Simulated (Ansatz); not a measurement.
Ansatz (a quantum-chemistry and plane-wave program) input for ZrIH3, SMILES [ZrH3][I], multiplicity 1, PBE/def2-TZVPD. The structure is a stationary point at B3LYP-D3(BJ)/def2-TZVP. The multiplicity is an assumed one; no other spin state was optimised. The structure was generated by enumeration; whether it is a known compound was not checked. The def2 effective core potentials stand for the cores of I, Zr; spin–orbit coupling is left out.

Ansatz 0.2 input:
```yaml
crystal:
  periodic: [false, false, false]
  atoms:
    - {symbol: Zr, position_ang: [0.00000000, 0.00000000, 1.47358204]}
    - {symbol: I, position_ang: [-0.00000000, -0.00000000, -1.23010260]}
    - {symbol: H, position_ang: [1.50526990, 0.86906798, 2.08405217]}
    - {symbol: H, position_ang: [-1.50526990, 0.86906798, 2.08405217]}
    - {symbol: H, position_ang: [-0.00000000, -1.73813597, 2.08405217]}
basis:
  gaussian:
    orbitals: def2-TZVPD
hamiltonian:
  xc: {name: PBE}
```

Log of the run:

```
WARN ansatz: RAYON_NUM_THREADS=1 ignored (pool sized by the plan → 1); use --threads N
Functional definition: PBE
integrals: 0.05 GiB planned
888 factors; their error is unknown
mean field: 0.35 GiB planned
mean field evaluation 1: about -9427.9687 eV, gradient 2.3e1 eV
mean field evaluation 2: about -9426.1288 eV, gradient 3.5e1 eV
mean field evaluation 4: about -9430.1066 eV, gradient 4.2e0 eV
mean field evaluation 8: about -9430.1615 eV, gradient 1.1e-1 eV
mean field evaluation 16: about -9430.1496 eV, gradient 6.2e-5 eV
mean field -9430.14962875 eV, -346.5516068716 hartree, gradient 6.2e-5 eV, S^2 0.000000; 0 other end points of the search recorded, 0 dependent functions left out
reference -9430.14968842 eV, -346.5516090645 hartree; 20, 20 occupied and 106, 106 virtual orbitals, 888 factors
Total energy: -9430.14968842 eV, -346.5516090645 hartree
```

The run converged.

Cost: about 1.4 core-seconds (a rough figure).
